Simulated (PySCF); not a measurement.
How methods differ on the excitation energy of Sn+

Sn+ [Kr] 4d10 5s2 5p1 (2P) → Sn+ [Kr] 4d10 5s1 5p2 (4P), as a difference of total energies. Calculation: PySCF 2.14, in x2c-QZVPPall (13s9p7d4f1g, 112 functions); scalar relativity by spin-free X2C-1e. Correlated levels: valence: [Kr] 4d10 frozen. The calculations carry no spin-orbit coupling.

```csv
method,excitation energy (eV)
UHF,4.211
MP2 (valence),4.934
SCS-MP2 (valence),5.204
CCSD (valence),5.141
CCSD(T) (valence),5.158
```

Errors of the correlated levels include the incompleteness of this basis and the frozen core.

Question: Which method comes closest to the reference value, and which is furthest?

Answer: The reference is 5.753 eV (measured; NIST levels, between the centres of gravity of the two terms). Closest: SCS-MP2 (valence) (error -0.549 eV); furthest: UHF (error -1.542 eV).
